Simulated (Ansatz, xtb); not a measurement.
## A geometry optimisation of F3Si2− with r2SCAN-D4/def2-SVPD

The starting geometry of this gas-phase singlet has its atoms placed at random.

```xyz
5

F    -0.8726   -0.0741   -1.5845
F     0.6790   -0.5078   -1.0747
F     0.7016   -1.4538    0.9914
Si    1.6340    0.5712    0.3654
Si   -0.9568    1.0639   -0.2713
```

Task: Guess where an optimisation with r2SCAN-D4/def2-SVPD ends from this start.

Result: It ends as a structure given below by its coordinates. Contacts that close: F2–Si4 (2.04 → 1.68 Å), F3–Si4 (2.32 → 1.68 Å), Si4–Si5 (2.71 → 2.24 Å).

The energy falls by 6.54 eV over 15 steps:

```json
{"step": "1", "E − E(last) (eV)": "6.536"}
{"step": "3", "E − E(last) (eV)": "1.502"}
{"step": "4", "E − E(last) (eV)": "0.957"}
{"step": "6", "E − E(last) (eV)": "0.649"}
{"step": "7", "E − E(last) (eV)": "0.535"}
{"step": "9", "E − E(last) (eV)": "0.232"}
{"step": "10", "E − E(last) (eV)": "0.208"}
{"step": "12", "E − E(last) (eV)": "0.024"}
{"step": "13", "E − E(last) (eV)": "0.004"}
{"step": "15", "E − E(last) (eV)": "0.000"}
```

Final geometry (Å):

```xyz
5

F    -1.4589    0.9632   -1.8198
F     1.8496   -1.0055   -1.0533
F     1.3502   -0.7890    1.4469
Si    0.6856   -0.3527   -0.0313
Si   -1.2414    0.7835   -0.1161
```

From the same start GFN2-xTB reaches the same bonding as this run.

From so rough a start the end depends on the optimiser's path, so another program may land elsewhere. The end wasn't checked by frequencies. Run with Ansatz 0.2.0, 41 s on 2 threads of Intel(R) Xeon(R) Platinum 8375C CPU @ 2.90GHz (Ice Lake), on a shared host.
